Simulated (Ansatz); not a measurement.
Gas-phase electronic energies from Ansatz, PBE0-D4/def2-TZVP geometries. CCSD(T)/CBS adds triple-zeta CCSD(T) − MP2 to the extrapolated MP2 energy (def2 sets, frozen cores). This one scheme is used for every species. Functionals use def2-TZVPP. B3LYP here is the variant with VWN-RPA as its local correlation; programs differ in this. For As outer-core shells are correlated without core-valence functions, which leaves a few kJ/mol of doubt a bond. Scalar relativity is left out up to krypton. One conformer a species, not always the lowest.

`C[SiH2][AsH2]` + `CC[SiH3]` → `[SiH3]CC[AsH2]` + `C[SiH3]`  (formal exchange of groups at the As–Si bond)

`C[SiH2][AsH2]`:

```xyz
10

C    -0.268    0.082    1.522
Si    0.517   -0.430   -0.099
As   -0.035    1.153   -1.772
H     0.010   -0.611    2.319
H    -1.357    0.087    1.440
H     0.057    1.084    1.811
H     0.086   -1.804   -0.472
H     2.002   -0.431    0.022
H     0.449    0.241   -2.891
H    -1.461    0.630   -1.880
```

`CC[SiH3]`:

Cartesian coordinates in Å:
```
C 0.461 0.715 -1.138
C -0.108 -0.531 -0.465
Si -0.365 -0.328 1.383
H 0.598 0.565 -2.212
H 1.432 0.988 -0.717
H -0.202 1.575 -1.009
H 0.555 -1.388 -0.624
H -1.069 -0.804 -0.914
H -1.310 0.791 1.655
H 0.927 -0.013 2.055
H -0.920 -1.571 1.986
```

`[SiH3]CC[AsH2]`:

```xyz
13

Si    1.716    0.948    0.458
C     0.264   -0.246    0.378
C    -0.772    0.153   -0.661
As   -2.349   -1.033   -0.835
H     1.235    2.316    0.798
H     2.705    0.521    1.485
H     2.398    1.013   -0.864
H    -0.194   -0.304    1.371
H     0.650   -1.249    0.166
H    -0.332    0.204   -1.661
H    -1.176    1.149   -0.455
H    -2.602   -1.145    0.665
H    -1.544   -2.328   -0.845
```

`C[SiH3]`:

Cartesian coordinates in Å:
```
C -0.186 -0.842 0.481
Si 0.167 0.753 -0.431
H -0.237 -0.670 1.558
H 0.598 -1.578 0.291
H -1.139 -1.269 0.160
H -0.901 1.756 -0.168
H 0.232 0.517 -1.898
H 1.466 1.332 0.006
```

| level | ΔE (kJ/mol) | difference from CCSD(T)/CBS |
| --- | --- | --- |
| r2SCAN-D4 | 66.6 | 5.7 |
| B3LYP-D4 | 62.2 | 1.3 |
| ωB97X-V | 61.1 | 0.2 |
| ωB97M-V | 61.6 | 0.7 |
| HF/def2-TZVPP | 60.9 | 0.0 |
| SCS-MP2/def2-TZVPP | 54.2 | -6.7 |
| HF/def2-QZVPP | 60.5 | -0.4 |
| MP2/def2-QZVPP | 58.7 | -2.2 |
| SCS-MP2/def2-QZVPP | 56.1 | -4.8 |
| MP2/CBS(def2) | 60.5 | -0.4 |
| CCSD(T)/CBS | 60.9 | 0 |

Largest T1 diagnostic among the species: 0.011.

In def2-TZVPP, CCSD(T) changes the Hartree–Fock value by −3.9 kJ/mol (the triples alone add −0.7 kJ/mol) and MP2 by −4.3 kJ/mol.
